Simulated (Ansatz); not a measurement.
Cost and result up the ladder for Hg(OH)2 (HgO2H2) (5 atoms). Total charge 0; singlet. Geometry: r2SCAN-D4/def2-TZVP.

```xyz
5

Hg    0.119   -0.019    0.160
O    -1.188   -1.141    1.109
H    -1.569   -1.759    0.472
O     1.531    1.087   -0.647
H     1.108    1.832   -1.093
```

Ansatz on 4 threads of Arm Neoverse V2 on a shared host. Times are rough, and most runs start from the orbitals of an earlier one. PBE0-D4/def2-TZVP serves as the yardstick here, not as an exact answer. Differences are given only for rows in sets of like size (and for xTB, whose basis is part of the method), since another set adds its own error. Binding counts from free atoms at the same level (Hg singlet, O triplet, H doublet; other spins of the atoms weren't run), without zero-point energy or a counterpoise term.

In the def2 sets Hg takes a core potential; there is no spin–orbit coupling. LC-ωPBE has ω = 0.4 bohr⁻¹. B3LYP takes the VWN-RPA correlation. Correlated methods freeze 2 core orbitals; core or outer-core shells of Hg are correlated, in sets that lack core-valence functions.

Correlated methods converge slowly with the basis.

| level | functions | binding energy per atom (eV) | difference from PBE0-D4/def2-TZVP (eV) |
| --- | --- | --- | --- |
| B3LYP-D4/def2-TZVP | 117 | 2.57 | 0.01 |
| PBE0-D4/def2-TZVP | 117 | 2.56 | 0.00 |
| revPBE-D4/def2-TZVP | 117 | 2.59 | 0.03 |
| B97M-V/def2-TZVP | 117 | 2.60 | 0.04 |
| PBE-D4/def2-TZVP | 117 | 2.72 | 0.16 |
| BLYP-D4/def2-TZVP | 117 | 2.63 | 0.08 |
| PBE-D4/def2-SVP | 70 | 2.66 | – |
| BHLYP-D4/def2-TZVP | 117 | 2.36 | -0.20 |
| r2SCAN-D4/def2-TZVP (with forces) | 117 | 2.64 | 0.08 |
| PBE0-D4/def2-SVP | 70 | 2.49 | – |
| LC-ωPBE/def2-TZVP | 117 | 2.65 | 0.09 |
| CCSD(T)/def2-TZVPP | 149 | 2.53 | -0.03 |
| HF/def2-TZVP | 117 | 1.39 | -1.17 |
| MP2/def2-TZVP | 117 | 2.57 | 0.01 |

(1) Estimate how long each takes.

Answers

(1) HF/def2-TZVP 0.3 s; PBE-D4/def2-SVP 0.4 s; PBE0-D4/def2-SVP 0.45 s; MP2/def2-TZVP 0.45 s; PBE-D4/def2-TZVP 0.6 s; BLYP-D4/def2-TZVP 0.6 s; revPBE-D4/def2-TZVP 0.6 s; B3LYP-D4/def2-TZVP 0.65 s; LC-ωPBE/def2-TZVP 0.7 s; BHLYP-D4/def2-TZVP 0.75 s; PBE0-D4/def2-TZVP 0.85 s; r2SCAN-D4/def2-TZVP (with forces) 1.4 s; B97M-V/def2-TZVP 2.2 s; CCSD(T)/def2-TZVPP 23 s. On shared hardware such times vary by a factor of up to 3.
